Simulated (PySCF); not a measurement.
Ligand exchange on a metal centre used in film growth or etching (Sc Cl-NH2). Gas-phase values, no solvent. One relaxed conformer stands for each flexible species; it need not be the lowest.

These are TPSSh-D3(BJ)/def2-TZVP // BP86-D3(BJ)/def2-SVP (PySCF 2.14.0) values and carry that method's errors. 

| species | HOMO–LUMO gap (eV) | charge on the central atom (Mulliken) (e) | HOMO (eV) | coordination number |
|---|---|---|---|---|
| 0 of 3 Cl replaced by NH2 ([Sc(Cl)3]) | 4.86 | 1.17 | -8.53 | 3 |
| 1 of 3 Cl replaced by NH2 ([Sc(Cl)2(NH2)]) | 4.51 | 1.22 | -7.29 | 3 |
| 2 of 3 Cl replaced by NH2 ([Sc(Cl)(NH2)2]) | 4.56 | 1.29 | -6.53 | 3 |
| 3 of 3 Cl replaced by NH2 | 4.51 | 1.39 | -5.77 | 3 |
